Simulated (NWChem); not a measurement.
Everything below was run with NWChem. System: C2H3Br, charge 1, spin multiplicity 2, at the geometry of a parent with another charge or spin, in a state set for the comparison that need not be this species' ground state. Its SCF solution wasn't tested for a lower state. Level: UB3LYP/def2-TZVP, VWN1-RPA local correlation.

Part of the output:

```
             Northwest Computational Chemistry Package (NWChem) 7.3.0
             --------------------------------------------------------

                                NWChem Input Module
                                -------------------

 Scaling coordinates for geometry "geometry" by  1.889725989
 (inverse scale =  0.529177249)

 Turning off AUTOSYM since
 SYMMETRY directive was detected!

                             Geometry "geometry" -> ""
                             -------------------------

 Output coordinates in angstroms (scale by  1.889725989 to convert to a.u.)

  No.       Tag          Charge          X              Y              Z
 ---- ---------------- ---------- -------------- -------------- --------------
    1 C                    6.0000     2.09205900    -0.38548900     0.00000000
    2 C                    6.0000     0.84337300    -0.83883000     0.00000000
    3 Br                  35.0000    -0.66991200     0.27611200     0.00000000
    4 H                    1.0000     2.32775700     0.68120200     0.00000000
    5 H                    1.0000     2.92088500    -1.09880100     0.00000000
    6 H                    1.0000     0.58566900    -1.90042000     0.00000000

 Effective nuclear repulsion energy (a.u.)     144.7797964491

            Nuclear Dipole moment (a.u.)
            ----------------------------
        X                 Y               Z
 ---------------- ---------------- ----------------
    -0.0000321253    -0.0000245664     0.0000000000

      Symmetry information
      --------------------

 Group name             Cs
 Group number              2
 Group order               2
 No. of unique centers     6

      Symmetry unique atoms

     1    2    3    4    5    6


 Summary of "ao basis" -> "" (spherical)
 ------------------------------------------------------------------------------
       Tag                 Description            Shells   Functions and Types
 ---------------- ------------------------------  ------  ---------------------
 *                         def2-tzvp                  on all atoms

                                 NWChem DFT Module
                                 -----------------

 Summary of "ao basis" -> "ao basis" (spherical)
 ------------------------------------------------------------------------------
       Tag                 Description            Shells   Functions and Types
 ---------------- ------------------------------  ------  ---------------------
[...]
   alpha      1      2      3      4      5      6      7      8      9     10
    beta      1      2      4      3      5      6      7      8      9     10
 overlap   1.000  1.000  1.000  1.000  1.000  1.000  1.000  1.000  1.000  1.000

   alpha     11     12     13     14     15     16     17     18     19     20
    beta     11     12     13     14     15     16     17     18     19     20
 overlap   1.000  0.990  1.000  1.000  1.000  0.990  0.999  1.000  0.999  0.999

   alpha     21     22     23     24     25     26     27     28     29     30
    beta     21     23     22     24     25     26     27     28     29     30
 overlap   1.000  0.997  1.000  1.000  0.998  0.995  1.000  0.999  0.998  0.999

   alpha     31     32     33     34     35     36     37     38     39     40
    beta     31     32     33     34     35     36     37     38     39     40
 overlap   0.996  0.994  0.994  0.993  0.991  0.990  0.993  0.997  0.930  0.935

   alpha     41     42     43     44     45     46     47     48     49     50
    beta     41     42     43     44     45     46     47     48     49     50
 overlap   0.991  0.991  0.997  1.000  0.996  0.994  0.997  0.999  0.999  1.000

   alpha     51     52     53     54     55     56     57     58     59     60
    beta     51     52     53     54     55     56     57     58     59     60
 overlap   1.000  1.000  0.998  0.998  1.000  1.000  0.999  0.998  1.000  1.000

   alpha     61     62     63     64     65     66     67     68     69     70
    beta     61     62     63     64     65     67     66     68     69     71
 overlap   0.999  0.998  0.998  0.999  0.952  0.992  0.953  0.993  0.983  0.999

   alpha     71     72     73     74     75     76     77     78     79     80
    beta     70     72     73     75     74     76     78     77     79     80
 overlap   0.946  0.954  0.986  0.999  0.990  0.995  0.998  0.999  1.000  0.999

   alpha     81     82     83     84     85     86     87     88     89     90
    beta     81     83     82     84     85     86     87     88     89     90
 overlap   1.000  0.999  0.998  0.999  0.998  1.000  1.000  1.000  0.999  1.000

   alpha     91     92     93     94     95     96     97     98     99    100
    beta     91     92     93     94     95     97     96     98     99    100
 overlap   1.000  1.000  0.999  0.999  0.997  0.999  0.985  0.984  0.998  0.996

   alpha    101    102    103    104    105    106    107    108    109    110
    beta    101    102    103    104    105    106    107    108    109    110
 overlap   0.997  0.998  0.998  0.988  0.989  0.999  1.000  0.999  0.999  0.999

   alpha    111    112    113    114    115    116    117    118    119    120
    beta    111    112    113    114    115    116    117    118    119    120
 overlap   0.999  1.000  1.000  1.000  1.000  1.000  1.000  1.000  1.000  1.000

   alpha    121    122    123    124    125    126    127    128
    beta    121    122    123    124    125    126    127    128
 overlap   1.000  0.999  0.998  0.999  1.000  1.000  1.000  1.000

     --------------------------
     Expectation value of S2:
     --------------------------
      <S2> =      0.7569 (Exact =     0.7500)

 center of mass
 --------------
 x =  -0.21968244 y =   0.08902458 z =   0.00000000

 moments of inertia (a.u.)
 ------------------
          76.444029826596         125.421957944376           0.000000000000
         125.421957944376         392.390746506334           0.000000000000
           0.000000000000           0.000000000000         468.834776332930

     Multipole analysis of the density
     ---------------------------------

     L   x y z        total         alpha         beta         nuclear
     -   - - -        -----         -----         ----         -------
     0   0 0 0      1.000000    -25.000000    -24.000000     50.000000

     1   1 0 0      1.552274      0.208778      1.343528     -0.000032
     1   0 1 0     -0.627516     -0.195812     -0.431680     -0.000025
     1   0 0 1     -0.000000     -0.000000     -0.000000      0.000000

     2   2 0 0     -9.669107   -116.939012   -108.880677    216.150582
     2   1 1 0     -3.125785     32.179650     30.024564    -65.329999
     2   1 0 1      0.000000      0.000000      0.000000      0.000000
     2   0 2 0    -17.095422    -32.559795    -31.190673     46.655046
     2   0 1 1      0.000000      0.000000      0.000000      0.000000
     2   0 0 2    -20.802117    -11.582939     -9.219178      0.000000

 Task  times  cpu:        7.2s     wall:        7.2s

 Total times  cpu:        7.2s     wall:        7.2s
```

Problem. Write an NWChem input that would produce this output.

Solution. Several could match; the one computed here: 
```
start mol
memory heap 200 mb stack 900 mb global 1100 mb
charge 1
geometry units angstroms nocenter noautoz
  C      2.092059    -0.385489     0.000000
  C      0.843373    -0.838830     0.000000
  Br    -0.669912     0.276112     0.000000
  H      2.327757     0.681202     0.000000
  H      2.920885    -1.098801     0.000000
  H      0.585669    -1.900420     0.000000
  symmetry group Cs
end
basis spherical
  * library def2-tzvp
end
dft
  xc b3lyp
  odft
  mult 2
  semidirect memsize 60000000 filesize 0
  iterations 100
end
task dft energy
```
